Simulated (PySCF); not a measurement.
## Aluminium: a sound run and one with changed settings

Sound run: Al⁺ [Ne] 3s2, Al²⁺ [Ne] 3s1. Computed with PySCF 2.14 in jorge-DZP-DKH, with the spin-free X2C one-electron Hamiltonian (Gaussian nucleus). In the sound run the correlated levels freeze [Ne]. The sound run starts from symmetry-adapted Hartree-Fock orbitals and uses a fine grid where one is needed.

Changed run: all electrons correlated in a basis built for the valence shell.

```tsv
species	method	sound run (hartree)	changed run (hartree)	converged
Al⁺	MP2	-242.12714	-242.19644	yes
Al⁺	CCSD(T)	-242.14021	-242.21129	yes
Al²⁺	MP2	n/a	-241.52475	yes
Al²⁺	CCSD(T)	n/a	-241.52712	yes
```

Ionisation energy of Al⁺:

```
 method  sound run (eV)  changed run (eV)
    UHF          17.543            17.543
    MP2          18.235            18.278
SCS-MP2          18.373            18.403
   CCSD          18.591            18.604
CCSD(T)          18.591            18.617
```

A valence basis has no tight correlating functions, so it recovers only part of the core correlation, and not evenly between atom and ion.

For comparison, NIST gives 18.829 eV between the lowest levels.
